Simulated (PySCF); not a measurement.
Stepwise substitution at one centre (Ge Cl-SH). All species are isolated molecules in the gas phase. One relaxed conformer stands for each flexible species; it need not be the lowest. Strings in code marks are SMILES.

Level of theory: ωB97X-D3(BJ)/def2-TZVP // PBE0-D3(BJ)/def2-TZVP (PySCF). All candidates: neutral, multiplicity 1. Delta-SCF ions had no search for a lower state. 

- vertical ionisation energy (Delta-SCF) = 12.28 eV
- HOMO = -12.18 eV
- HOMO–LUMO gap = 12.13 eV

### Question
Name which member has these values.
(A) `[Cl][Ge]([Cl])([Cl])[Cl]`
(B) `[SH][Ge]([SH])([Cl])[Cl]` (H–S–Ge–Cl torsion -83°, Cl–Ge–S–H torsion -178°)
(C) `[SH][Ge]([Cl])([Cl])[Cl]`
(D) `[SH][Ge]([SH])([SH])[SH]`

### Answer
A, `[Cl][Ge]([Cl])([Cl])[Cl]`. The others give `[SH][Ge]([SH])([Cl])[Cl]` (H–S–Ge–Cl torsion -83°, Cl–Ge–S–H torsion -178°): 10.54 eV, -10.59 eV, 10.94 eV; `[SH][Ge]([Cl])([Cl])[Cl]`: 10.69 eV, -10.82 eV, 10.97 eV; `[SH][Ge]([SH])([SH])[SH]`: 9.84 eV, -9.85 eV, 10.44 eV
